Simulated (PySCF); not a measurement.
## Frontier orbitals and the lowest excitations

Compound: C2H12NPSi2.
Z-matrix (Å and degrees, GFN2-xTB geometry), rows numbered from 1:
```
C 
N   1  1.4417
C   2  1.4405  1  112.26
Si  2  1.7249  1  123.46  3  -156.78
Si  4  2.3268  2  107.71  1  -150.77
P   4  2.2505  2  105.81  1   -25.92
H   1  1.0962  2  111.73  3    60.11
H   1  1.0891  2  109.59  3  -179.48
H   1  1.0941  2  109.88  3   -60.09
H   3  1.0934  2  109.99  1    55.88
H   3  1.0874  2  109.93  1   175.67
H   3  1.0965  2  111.54  1   -64.09
H   4  1.4907  2  113.11  1    84.37
H   5  1.4663  4  111.42  2   -90.75
H   5  1.4665  4  114.22  2    29.44
H   5  1.4658  4  111.66  2   150.23
H   6  1.3796  4   93.44  2  -168.04
H   6  1.3821  4   95.56  2   -75.43
```

Method used: TDDFT CAM-B3LYP/def2-SVPD, vertical, gas phase, core orbitals frozen in the response (PySCF 2.14.0, density-fitted response routines).

Frontier orbitals with the atoms that hold most of them (Löwdin shares over 4%, at most four atoms; ? is withheld):

```csv
orbital,ε (eV),atoms
LUMO+2,1.18,"Si5 33%, Si4 12%, H15 10%, P6 7%"
LUMO+1,1.01,"Si4 22%, Si5 20%, P6 16%, H18 8%"
LUMO,?,?
HOMO,-7.73,?
HOMO-1,-8.48,"P6 55%, Si4 15%, Si5 10%, H17 6%"
HOMO-2,-10.19,"Si4 28%, Si5 14%, P6 14%, H13 12%"
HOMO-3,-10.44,"P6 34%, Si4 19%, Si5 12%, H18 6%"
```

**Question.** Which atoms hold the HOMO, and with what shares?

**Answer.** N2 (bonded to 2 C and Si) 52%; Si4 (bonded to N, P, Si and H) 9%; C1 (bonded to N and 3 H) 8%; C3 (bonded to N and 3 H) 8%. By element: nitrogen 52%, carbon 16%, silicon 9% or more.

**Question.** Which atoms hold the LUMO, and with what shares?

**Answer.** Si4 (bonded to N, P, Si and H) 22%; Si5 (bonded to Si and 3 H) 20%; P6 (bonded to Si and 2 H) 17%; C3 (bonded to N and 3 H) 7%. By element: silicon 42%, phosphorus 17%, carbon 7% or more.

**Question.** What is the LUMO energy, and the HOMO–LUMO gap?

**Answer.** ε(LUMO) = 0.79 eV; the gap is 8.53 eV (0.3133 hartree).

**Question.** The HOMO–LUMO gap is 8.53 eV. Where does the response calculation put the lowest singlet, and from which orbitals?

**Answer.** S1 is at 5.36 eV (f = 0.0064), 3.17 eV below the gap, made of HOMO→LUMO (92%). Without the coupling terms of the response equations the lowest excitation would equal the gap.

**Question.** One configuration dominates each of S1 and S2. Which, and how do the shares of the two leading atoms of either orbital change from the occupied to the empty one?

**Answer.** 
- S1 (5.36 eV, f 0.0064), HOMO→LUMO (92%): N2 52% → at most 7%, Si4 9% → 22%, Si5 at most 8% → 20%
- S2 (5.80 eV, f 0.016), HOMO→LUMO+1 (86%): N2 52% → at most 8%, Si4 9% → 22%, Si5 at most 8% → 20%

Löwdin shares depend on the basis, the more so with diffuse functions.

One conformer stands for the species.
